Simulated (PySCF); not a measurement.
## Polarisability and C₆ of Ga (gallium, neutral)

[Ar] 3d10 4s1 4p2, high-spin 4P determinant (an excited configuration). Calculation: PySCF 2.14, in aug-cc-pVQZ-DK (8s7p5d3f2g, 93 functions); the spin-free X2C one-electron Hamiltonian (Gaussian nucleus). Coupled (time-dependent) response in atomic units; α is the mean over directions.

| method | mean α (bohr³) | α xx, yy, zz | C₆ (like pair) | S(−4) |
| --- | --- | --- | --- | --- |
| wB97X-V | 53.35 | 42.04, 59.01, 59.01 | 467.4 | 1421 |

S(−4) is the Cauchy moment in α(ω) = α(0) + S(−4) ω² + …

Spin-orbit coupling is absent.

α(iu) at wB97X-V:

| u (hartree) | α(iu) (bohr³) |
| --- | --- |
| 0 | 53.35 |
| 0.0500 | 50.09 |
| 0.100 | 42.75 |
| 0.200 | 28.29 |
| 0.300 | 18.96 |
| 0.500 | 9.897 |
| 0.750 | 5.518 |
| 1.00 | 3.598 |
| 1.50 | 1.964 |
| 2.00 | 1.275 |
| 3.00 | 0.6806 |
| 5.00 | 0.2906 |

A single London oscillator, α(iu) = α/(1 + u²/ω²), gives C₆ = (3/4) ω α². Matching the computed C₆ needs ω = 4 × 467.4 / (3 × 53.35²) = 0.219 hartree.

The components differ because the open shell of this determinant is not spherical; for a pure term their mean is the scalar polarisability.
